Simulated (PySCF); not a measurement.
Species: C5H3ClO2.
Bonds: O1–C2 (double), C2–Cl3, C2–C4, C4–C5 (aromatic), C5–C6 (aromatic), C6–C7 (aromatic), C7–O8 (aromatic), C4–O8 (aromatic). Hydrogens: H9 on C5; H10 on C6; H11 on C7.

Torsions of this conformer, `[O:1]=[C:2]([Cl:3])[c:4]1[cH:5][cH:6][cH:7][o:8]1`: O1–C2–C4–C5 -1°.

The closed-shell ground state was solved at several levels (PySCF, density fitting, gas phase, non-relativistic). Geometry: PBE0-D3(BJ)/def2-TZVP, one conformer, isolated molecule.

```tsv
level	basis functions	HOMO (eV)	LUMO (eV)	gap (eV)	dipole (D)
KT3/pcSseg-2	337	-6.60	-2.95	3.65	4.28
PBE0/pcSseg-2	337	-7.63	-2.14	5.49	4.31
wB97X-D/pcSseg-2	337	-9.37	-0.40	8.97	4.25
```

Task: What might B97-2/pcSseg-2 (337 basis functions) give for the same quantities?

Result: HOMO -7.38 eV, LUMO -2.18 eV, gap 5.20 eV, dipole 4.33 D.

Task: Over all these levels, which gives the widest orbital gap and which the narrowest?

Result: wB97X-D/pcSseg-2 (range-separated hybrid) has the widest, 8.97 eV, and KT3/pcSseg-2 (GGA) the narrowest, 3.65 eV. From the narrowest to the widest the HOMO moves by -2.77 eV and the LUMO by +2.55 eV.

Task: In the pcSseg-2 basis, how does the gap go with the fixed share of exact exchange?

Result: KT3 (0 %) 3.65 eV; B97-2 (21 %) 5.20 eV; PBE0 (25 %) 5.49 eV. Each rise in the share widens the gap here.

Task: How far do the dipole and the HOMO energy spread over the levels?

Result: The dipole runs from 4.25 to 4.33 D (mean 4.30 D) and the HOMO from -9.37 to -6.60 eV.
